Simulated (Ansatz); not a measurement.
GaB₇, 8 atoms. Hardware: 4 threads of Arm Neoverse V2 on a shared host.

Correlated methods freeze 16 core orbitals; core or outer-core shells of Ga are correlated, in sets that lack core-valence functions.

How many basis functions does each of these Ansatz runs have, and roughly what does it cost? LC-ωPBE (ω = 0.15 bohr⁻¹)/def2-SVP, charge 0 singlet, energy, from earlier orbitals; LC-ωPBE (ω = 0.10 bohr⁻¹)/def2-SVP, charge -1 doublet at the geometry of the charge 0 singlet, energy, from earlier orbitals; LC-ωPBE (ω = 0.10 bohr⁻¹)/def2-SVP, charge 1 doublet at the geometry of the charge 0 singlet, energy, from earlier orbitals; PBE0-D4/def2-TZVPD, charge -1 doublet at the geometry of the charge 0 singlet, energy; PBE0-D4/def2-SVP, charge 0 singlet, energy, from earlier orbitals; LC-ωPBE (ω = 0.20 bohr⁻¹)/def2-SVP, charge 0 singlet, energy, from earlier orbitals; RPA@PBE/def2-TZVP, charge 0 singlet, energy, from earlier orbitals; PBE0-D4/def2-TZVPD, charge 0 singlet, energy, from earlier orbitals; r2SCAN-D4/def2-TZVP, charge 0 singlet, energy, from earlier orbitals; LC-ωPBE (ω = 0.30 bohr⁻¹)/def2-SVP, charge 1 doublet at the geometry of the charge 0 singlet, energy, from earlier orbitals; PBE0-D4/def2-SVPD, charge -1 doublet, relaxation, 5 steps; B97M-V/def2-TZVP, charge 0 singlet, energy, from earlier orbitals.

Other jobs shared the machine, so times can vary by a factor of up to 3. A dash marks memory too small to be measured apart from the calling script's.

| run | functions | fitting or Cholesky vectors | wall time | peak host memory (GiB) |
| --- | --- | --- | --- | --- |
| PBE0-D4/def2-SVP, charge 0 singlet, energy, from earlier orbitals | 130 | 1467 | 1.4 s | – |
| LC-ωPBE (ω = 0.15 bohr⁻¹)/def2-SVP, charge 0 singlet, energy, from earlier orbitals | 130 | 1433 | 1.6 s | – |
| LC-ωPBE (ω = 0.20 bohr⁻¹)/def2-SVP, charge 0 singlet, energy, from earlier orbitals | 130 | 1433 | 1.6 s | – |
| LC-ωPBE (ω = 0.10 bohr⁻¹)/def2-SVP, charge 1 doublet at the geometry of the charge 0 singlet, energy, from earlier orbitals | 130 | 1433 | 3.6 s | – |
| LC-ωPBE (ω = 0.10 bohr⁻¹)/def2-SVP, charge -1 doublet at the geometry of the charge 0 singlet, energy, from earlier orbitals | 130 | 1433 | 3.9 s | – |
| r2SCAN-D4/def2-TZVP, charge 0 singlet, energy, from earlier orbitals | 265 | 1551 | 5.5 s | – |
| LC-ωPBE (ω = 0.30 bohr⁻¹)/def2-SVP, charge 1 doublet at the geometry of the charge 0 singlet, energy, from earlier orbitals | 130 | 1433 | 5.5 s | – |
| PBE0-D4/def2-TZVPD, charge 0 singlet, energy, from earlier orbitals | 313 | 1579 | 6 s | 0.98 |
| B97M-V/def2-TZVP, charge 0 singlet, energy, from earlier orbitals | 265 | 1551 | 9.5 s | – |
| RPA@PBE/def2-TZVP, charge 0 singlet, energy, from earlier orbitals | 265 | 1679 | 14 s | 1 |
| PBE0-D4/def2-TZVPD, charge -1 doublet at the geometry of the charge 0 singlet, energy | 313 | 1579 | 20 s | 1.1 |
| PBE0-D4/def2-SVPD, charge -1 doublet, relaxation, 5 steps | 178 | 1563 | 24 s | 0.73 |
